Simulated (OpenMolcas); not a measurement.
# 3d² along the 20-electron sequence

```
Program             : OpenMolcas
Method              : SS-CASPT2, IPEA 0.25 Eh, imaginary shift 0.1 Eh
Basis               : ANO-R2
Scalar Hamiltonian  : X2C, finite nucleus
Spin-orbit coupling : state interaction with AMFI integrals over the reference wave functions, term energies averaged over their components
```

Active space for each ion: 2 electrons in 5 orbitals (3d); closed shells correlated by CASPT2: 3s 3p.

Computed levels in cm-1 above ³F₂:

| Level | Ti2+ | Cr4+ | Mn5+ |
| --- | --- | --- | --- |
| ³F₃ | 188 | 515 | 742 |
| ³F₄ | 433 | 1171 | 1677 |
| ¹D₂ | 7900 | 13500 | 15300 |
| ³P₀ | 11130 | 16280 | 18570 |
| ³P₁ | 11190 | 16470 | 18830 |
| ³P₂ | 11330 | 16860 | 19420 |
| ¹G₄ | 14790 | 23130 | 26340 |
| ¹S₀ | 31910 | 52680 | 60570 |
| weight of ³F in the lowest level (%) | 100 | 100 | 100 |

Measured, with the error of the calculation in %. Measured levels: Ti2+ from Corliss and Sugar, J. Phys. Chem. Ref. Data 8, 1 (1979); Cr4+ from Sugar and Corliss, J. Phys. Chem. Ref. Data 6, 317 (1977); Mn5+ from Corliss and Sugar, J. Phys. Chem. Ref. Data 6, 1253 (1977).

| Level | Ti2+ | Cr4+ | Mn5+ |
| --- | --- | --- | --- |
| ³F₃ | 185 (+1.9) | 508 (+1.3) | 746 (-0.5) |
| ³F₄ | 420 (+2.9) | 1142 (+2.6) | 1669 (+0.5) |
| ¹D₂ | 8474 (-6.8) | 13188 (+2.4) | 15336 (-0.2) |
| ³P₀ | 10538 (+5.6) | 15492 (+5.1) | 17782 (+4.4) |
| ³P₁ | 10604 (+5.6) | 15677 (+5.0) | 18057 (+4.3) |
| ³P₂ | 10721 (+5.6) | 16041 (+5.1) | 18628 (+4.2) |
| ¹G₄ | 14398 (+2.7) | 22019 (+5.0) | 25511 (+3.2) |
| ¹S₀ | 32476 (-1.7) | 51146 (+3.0) |  |

The fine-structure level ³F₄ changes by a factor of 3.87 from Ti2+ to Mn5+. Its fourth root runs 4.56, 5.85, 6.40, with steps per unit of Z of 0.64, 0.55; equal steps would mean a (Z - σ)^4 law with constant σ.

¹D₂ changes by a factor of 1.94 over the same range, with steps per unit of Z of +2800, +1800 cm-1.

Term energies are means over components that CASPT2 splits; among the terms shown or strongly mixed into the levels shown the widest spread is 800 cm-1 (3d² ¹G, Ti2+). Measured partners are found by configuration, term and J. A level has none where our copy of the source lacks it or the pairing is in doubt (some pairs that miss far off the trend of their configuration count as doubtful), and it then counts in no deviation. Only configurations of the active space appear.
